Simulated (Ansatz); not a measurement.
C3H6FNSi can be A, `C#CN(C)[SiH2]F`, or B, `NC1(F)C=C[SiH2]1`.

Calculated with Ansatz (gas phase, PBE0-D4/def2-TZVP geometries, no zero-point term in ΔE). CCSD(T)/CBS is the MP2 limit (def2-TZVPP, def2-QZVPP) plus CCSD(T) − MP2 in def2-TZVPP, frozen cores. Functionals use def2-TZVPP. B3LYP here is the variant with VWN-RPA as its local correlation; programs differ in this. One conformer a species, not always the lowest.

Problem. Which isomer does CCSD(T)/CBS put lower? Give the gap. (Best estimate.)

Solution. Computed: A, by 153.8 kJ/mol.

Problem. Give E(B) − E(A) in kJ/mol with CCSD/def2-TZVPP, CCSD(T)/def2-TZVPP, r2SCAN-D4, PBE0-D4, HF/def2-TZVPP, B3LYP, PBE-D4. (Best estimate.)

Solution. Ansatz gave: CCSD/def2-TZVPP 158.3, CCSD(T)/def2-TZVPP 153.4, r2SCAN-D4 138.5, PBE0-D4 123.5, HF/def2-TZVPP 183.9, B3LYP 159.7, PBE-D4 119.4. None reverses the order clearly.

Largest T1 diagnostic: 0.012.

In def2-TZVPP, CCSD(T) changes the Hartree–Fock value by −30.6 kJ/mol (the triples alone add −4.9 kJ/mol) and MP2 by −15.3 kJ/mol. From PBE to PBE0 (25 % exact exchange), in def2-TZVPP and without D4, E(B) − E(A) moves by +3.6 kJ/mol.
